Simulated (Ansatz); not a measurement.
Calculated with Ansatz (gas phase, PBE0-D4/def2-TZVP geometries, no zero-point term in ΔE). CCSD(T)/CBS is the MP2 limit (def2-TZVPP, def2-QZVPP) plus CCSD(T) − MP2 in def2-TZVPP, frozen cores. This one scheme is used for every species. DFT in def2-TZVPP. B3LYP here is the variant with VWN-RPA as its local correlation; programs differ in this. Triplets are unrestricted, without spin–orbit coupling. One conformer a species, not always the lowest.

`CCSc1ccccc1` → `[CH2]` (triplet) + `CSc1ccccc1`  (formal loss of a carbene)

| level | ΔE (kJ/mol) | difference from CCSD(T)/CBS |
| --- | --- | --- |
| PBE-D4 | 442.7 | 4.3 |
| r2SCAN-D4 | 413.3 | -25.1 |
| PBE0-D4 | 434.3 | -4.1 |
| B3LYP-D4 | 429.3 | -9.1 |
| ωB97X-V | 447.2 | 8.8 |
| ωB97M-V | 439.2 | 0.8 |
| B2PLYP | 425.6 | -12.8 |
| PBE | 434.1 | -4.3 |
| r2SCAN | 410.6 | -27.8 |
| PBE0 | 426.8 | -11.6 |
| B3LYP | 415.9 | -22.5 |
| HF/def2-TZVPP | 285.6 | -152.8 |
| MP2/def2-TZVPP | 441.5 | 3.1 |
| SCS-MP2/def2-TZVPP | 440.7 | 2.3 |
| CCSD/def2-TZVPP | 414.9 | -23.5 |
| CCSD(T)/def2-TZVPP | 427.1 | -11.3 |
| HF/def2-QZVPP | 285.6 | -152.8 |
| MP2/def2-QZVPP | 448.0 | 9.6 |
| SCS-MP2/def2-QZVPP | 448.4 | 10.0 |
| HF/CBS(def2) | 285.7 | -152.7 |
| MP2/CBS(def2) | 452.7 | 14.3 |
| CCSD/CBS(def2) | 426.2 | -12.2 |
| CCSD(T)/CBS | 438.4 | 0 |

Largest T1 diagnostic among the species: 0.011.

The D4 term adds +13.4 kJ/mol with B3LYP and +7.6 kJ/mol with PBE0; it sums over pairs of atoms, weighted by their polarisabilities, and B3LYP, whose exchange is more repulsive, gets the larger term. From PBE to PBE0 (25 % exact exchange), in def2-TZVPP and without D4, ΔE moves by −7.3 kJ/mol.
